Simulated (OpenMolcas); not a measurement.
F²⁺: effect of the level shift or regulariser

- Program: OpenMolcas
- Basis: ANO-RCC-VTZP [4s3p2d1f]
- Scalar Hamiltonian: DKH2, point nucleus
- Active space: 5 electrons in 4 orbitals (2s 2p)
- State averaging: 2S+1 = 4 odd, 1 root; 2S+1 = 2 odd, 8 roots; 2S+1 = 4 even, 3 roots; 2S+1 = 2 even, 9 roots
- Spin-orbit coupling: state interaction with AMFI integrals over the reference wave functions, term energies averaged over their components

Methods on the same reference wave functions:
A. CASSCF
B. SS-CASPT2, IPEA 0.25 Eh, imaginary shift 0.1 Eh (closed shells correlated: 1s)
C. SS-CASPT2, IPEA 0.25 Eh, real shift 0.2 Eh (closed shells correlated: 1s)

Energies in cm-1 above 2s2 2p3 4S* 3/2, the measured ground level; measured values from Moore, Atomic Energy Levels, vol. I, NSRDS-NBS 35 (1971 reprint of NBS Circular 467, 1949).

```tsv
Level	A	B	C	Measured
2s2 2p3 4S* 3/2	0.0	0.0	0.0	0.0
2s2 2p3 2D* 3/2	37605	34960	34960	
2s2 2p3 2D* 5/2	37617	34970	34970	
2s2 2p3 2P* 3/2	51668	52230	52230	
2s2 2p3 2P* 1/2	51669	52240	52230	
2s 2p4 4P 5/2	153219	152780	152800	151898
2s 2p4 4P 3/2	153530	153100	153110	152235
2s 2p4 4P 1/2	153715	153280	153300	152410
2s 2p4 2D 3/2	222677	212810	212860	210256
2s 2p4 2D 5/2	222678	212810	212860	210240
2s 2p4 2S 1/2	259374	251740	251780	248260
2s 2p4 2P 3/2	286254	272800	272830	266559
2s 2p4 2P 1/2	286624	273170	273200	266943
```

Deviations, from unrounded energies. A percentage is the sum of absolute deviations over the sum of measured energies, with the sign that they share, or ± where signs differ.

```json
{"Against measurement": "mean absolute deviation (cm-1)", "Levels": "8", "A": "9900", "B": "3000", "C": "3000"}
{"Against measurement": "other configurations (%)", "Levels": "8", "A": "+4.8", "B": "+1.4", "C": "+1.4"}
```

B, C lie about equally close to measurement and A furthest from it. The largest miss of B in the table is 2s 2p4 2P 3/2, by +6200 cm-1. The ranking rests on the paired levels alone, and a cruder setting can come out closer through cancelling errors.

Between B and C the level of the table that moves most is 2s 2p4 2D 3/2, by 47 cm-1 (lowest in B, highest in C). Moves below CASPT2's spread within the term are not significant.

The mean deviations of B to C differ by less than CASPT2's widest spread within a term (210 cm-1), so their order carries little weight.

From A to B the spin-free energies of the other terms of 2s2 2p3 shown, above 4S*, scale by factors of 0.93 to 1.01.

The lowest spin-free term lies below A's lowest term by 0.111 hartree in B, 0.111 hartree in C.

CASPT2 does not keep the components of a term degenerate, so their means are used; among the terms shown or strongly mixed into the levels shown the widest spread is 210 cm-1 (2s 2p4 2D, B). Measured partners are found by configuration, term and J. A level has none where our copy of the source lacks it or the pairing is in doubt (some pairs that miss far off the trend of their configuration count as doubtful), and it then counts in no deviation. Only configurations of the active space appear.

* marks odd parity.
